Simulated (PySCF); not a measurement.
Gas-phase reaction: Ge3H8 + 2 H2 + 3 SiH2 = 3 H3SiGeH3

Energies from PySCF, thermal terms from the rigid-rotor harmonic-oscillator model, ideal gas at 1 bar. † marks an energy on the PBE0/def2-TZVP geometry and frequencies; other levels use their own. MP2 freezes the core. 6-31G* has spherical d functions here. All species are closed-shell singlets. Ge: all electrons, no relativistic terms. MP2 isn't extrapolated to the basis-set limit; its ΔH°(298 K) is -704.8 kJ in def2-SVP and -707.8 kJ in def2-TZVPP. The harmonic model lacks anharmonicity and excited electronic states, which grow with temperature; levels with a mode under 35 cm⁻¹ are left out. Internal rotation in Ge3H8, H3SiGeH3 is treated as a harmonic vibration of one conformer, which makes the entropy rough.

| level | ΔE electronic, kJ | ΔH°(298 K), kJ | ΔS°(298 K), J/K | ΔG°(1400 K), kJ |
|---|---|---|---|---|
| BLYP/def2-TZVP† | -667 | -624 | -392 | -69 |
| HF/6-31G* | -709 | -661 | -395 | -96 |
| HF/def2-TZVP† | -713 | -670 | -392 | -115 |
| M06-2X/def2-TZVP† | -706 | -663 | -392 | -108 |
| MP2/def2-SVP† | -748 | -705 | -392 | -150 |
| PBE0/def2-TZVP | -770 | -727 | -392 | -173 |
ΔH° is lowest at PBE0/def2-TZVP and highest at BLYP/def2-TZVP†. No reference value is set beside these.
